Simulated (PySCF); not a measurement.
Ga(All)(OMe)2, C₅H₁₁GaO₂, SMILES [O](C)[Ga]([O]C)[CH2]C=C at its GFN2-xTB optimised geometry (Å):

```
19

Ga     0.5396    -0.4286     0.0000
C     -0.7417    -2.0912    -0.0029
C     -2.1466    -1.6650     0.1313
C     -2.9999    -1.5860    -0.8811
H     -0.4144    -2.7129     0.8324
H     -0.5584    -2.6172    -0.9414
H     -2.4707    -1.4058     1.1329
H     -2.7051    -1.8343    -1.8883
H     -4.0221    -1.2794    -0.7409
O      2.2932    -0.4286     0.0000
C      3.4195    -1.2769     0.0020
H      4.0221    -1.0698    -0.8867
H      4.0185    -1.0722     0.8937
H      3.1471    -2.3369    -0.0003
O      0.0708     1.2632     0.0000
C     -1.0910     2.0630     0.0010
H     -1.0727     2.7129     0.8804
H     -1.0969     2.6837    -0.8992
H     -2.0091     1.4687     0.0224
```

Computed with PySCF with CAM-B3LYP/def2-SVP. Cells within 0.4 Å of a nucleus heavier than hydrogen are left out (blank, or x).

Map of the electrostatic potential (hartree/e), clipped to [-0.08, 0.12] on the plane z = 0.0 Å:

```
|443333333333333333333333333|
|444433333333333333333333333|
|444444333333333333333333333|
|444444443333333333333333333|
|444444444433333333333333333|
|444444444443333322333333333|
|444444444444432222223333333|
|444444444699742112222333333|
|444444445999961001122233333|
|44444444899x994000112233333|
|4444444599999x9100011223333|
|4444444599999x9620001233333|
|444444344555999993001233333|
|444444333447999999994433333|
|44445444566899x99xx99954333|
|44446779999999999999x974444|
|444467999x9999998699x984444|
|444444799x9xx98755999964444|
|444333359999996555999754444|
|443333223579975445698544444|
|433333323344554444455444444|
|433333333334444444444444444|
|433333333344444444444444444|
|433333333344444444444444444|
|433333333444444444444444444|
|444333344444444444444444444|
|444444444444444444444444444|
```
Scale: ten equal steps from -0.080 (start of '0') to 0.120 (end of '9'), in the order '0123456789'; x runs from -6.50 to 6.50, y from -6.50 (bottom) to 6.50 (top).
